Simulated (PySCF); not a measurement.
An unknown gives this computed stick spectrum. Level of theory: TDDFT wB97X-D/def2-SVPD, vertical, gas phase, core orbitals frozen in the response (PySCF). Geometries: PBE0-D3(BJ)/def2-SVP, one conformer each.

| state | E (eV) | f |
| --- | --- | --- |
| S1 | 5.55 | 0.0023 |
| S2 | 5.87 | 0.024 |
| S3 | 6.42 | 0.018 |
| S4 | 6.70 | 0.136 |
| S5 | 6.86 | 0.077 |
| S6 | 6.95 | 0.046 |
| S7 | 7.11 | 0.027 |
| S8 | 7.13 | 0.038 |
| S9 | 7.36 | 0.0093 |
| S10 | 7.47 | 0.062 |

Triplets computed (Tamm–Dancoff): 4.32, 5.13, 5.68, 6.30 eV.

Question: Which candidate is it? All have the formula C5H14AlN.
A. `C=CC[N+]([AlH3-])(C)C`
B. `C[CH2][Al@@H-]([NH3+])[CH]1CC1`
C. `C=[CH][Al@H-]([NH3+])[CH](C)C`
D. `C[N@@H+]([AlH3-])C1CCC1`

Answer: C. Its S1, at 5.55 eV, is the lowest among the candidates; the nearest of the others has S1 at 5.97 eV. S1 is HOMO→LUMO (58%), HOMO→LUMO+1 (16%). Löwdin shares by element: HOMO carbon 54% or more, aluminium 17% (atoms not listed hold the other 29%); LUMO aluminium 28%, hydrogen 24% or more, nitrogen 12% (atoms not listed hold the other 36%). At the same level the other candidates give, for their lowest levels:
- `C[CH2][Al@@H-]([NH3+])[CH]1CC1`: 5.97 eV (f 0.001); 6.37 eV (f 0.014); 6.72 eV (f 0.049); 7.07 eV (f 0.023); 7.29 eV (f 0.010); T1 5.91 eV; HOMO -8.36, LUMO 1.23 eV
- `C[N@@H+]([AlH3-])C1CCC1`: 6.74 eV (f 0.010); 6.89 eV (f 0.023); 7.39 eV (f 0.056); 7.48 eV (f 0.119); 7.66 eV (f 0.019); T1 6.46 eV; HOMO -9.18, LUMO 1.73 eV
- `C=CC[N+](C)(C)[AlH3-]`: 6.77 eV (f 0.008); 6.81 eV (f 0.008); 7.23 eV (f 0.033); 7.45 eV (f 0.065); 7.46 eV (f 0.515); T1 4.47 eV; HOMO -9.25, LUMO 1.16 eV

Shape of the structure used: `[CH2:1]=[CH:2][Al@H-:3]([NH3+:4])[CH:5]([CH3:6])[CH3:7]`: C1–C2–Al3–N4 117°, C2–Al3–C5–C6 -173°.

Without π bonds the low states are Rydberg-like; a valence basis with one diffuse set may place them up to an eV too high.
